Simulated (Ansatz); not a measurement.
Frontier orbitals of C₃H₆BN (`BC1CC=N1`).

```xyz
11

B    -1.343   -0.204    0.858
C    -0.149   -0.789    0.087
C     0.250    0.471   -0.801
C     1.513    0.285   -0.027
N     1.212   -0.741    0.672
H    -2.439   -0.317    0.390
H    -1.166    0.473    1.828
H    -0.325   -1.692   -0.499
H    -0.283    1.415   -0.643
H     0.281    0.258   -1.870
H     2.449    0.841    0.004
```

Total charge 0; spin multiplicity 1. Geometry: relaxed with PBE0-D4/def2-TZVP. Basis def2-TZVPP, Ansatz.

| functional | HOMO (eV) | LUMO (eV) | gap (eV) |
| --- | --- | --- | --- |
| PBE | -6.13 | -2.30 | 3.83 |
| PBE0 | -7.62 | -1.27 | 6.35 |
| r2SCAN0 | -7.81 | -1.02 | 6.79 |
| ωB97X-V | -10.09 | 0.92 | 11.01 |
| ωB97M-V | -10.02 | 0.63 | 10.65 |

Against PBE, PBE0 changes HOMO and LUMO by −1.49 and +1.03 eV, ωB97M-V by −3.89 and +2.93 eV. A gap of 3.83 eV thus becomes 10.65 eV for the same molecule, so an orbital gap means little without its functional. A positive LUMO is unbound and depends on the basis.
